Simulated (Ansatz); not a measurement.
Species: SiHClF, charge 0, doublet. SiHClF (SMILES F[SiH]Cl, doublet).
B3LYP-D3(BJ)/def2-TZVP minimum from Ansatz (a quantum-chemistry and plane-wave program):
```
Si
F 1 1.6025
H 1 1.4888 2 107.08
Cl 1 2.0590 3 108.25 2 116.77
```
Charge 0, spin multiplicity 2.

Atomisation energy term by term, kcal/mol (programs: Ansatz). Radicals and triplets start from unrestricted determinants; spin-orbit coupling is neglected. Cores are frozen in correlated methods. Rows without X2C or -DK are non-relativistic. CBS(X,Y): correlation extrapolated as X^-3, Hartree-Fock from the larger set. A bracket is a step between two methods taken in the basis named. 'core' is core correlation in cc-pwCVTZ (1s frozen past Ne), 'X2C' scalar relativity in cc-pVTZ-DK, both at CCSD(T). Where a partner has so few electrons that a lower coupled-cluster level is exact, that level stands in.

```json
[
 {"term": "Hartree-Fock", "basis": "cc-pV(Q+d)Z", "kcal/mol": "227.21"},
 {"term": "CCSD correlation", "basis": "CBS(cc-pV(T+d)Z,cc-pV(Q+d)Z)", "kcal/mol": "69.42"},
 {"term": "(T)", "basis": "CBS(cc-pV(T+d)Z,cc-pV(Q+d)Z)", "kcal/mol": "5.98"},
 {"term": "CCSDT(Q) - CCSD(T)", "basis": "cc-pV(D+d)Z", "kcal/mol": "0.42"},
 {"term": "core correlation", "basis": "cc-pwCVTZ", "kcal/mol": "-0.10"},
 {"term": "scalar relativity", "basis": "X2C, cc-pVTZ-DK", "kcal/mol": "-1.01"},
 {"term": "sum: De", "basis": "", "kcal/mol": "301.9"}
]
```
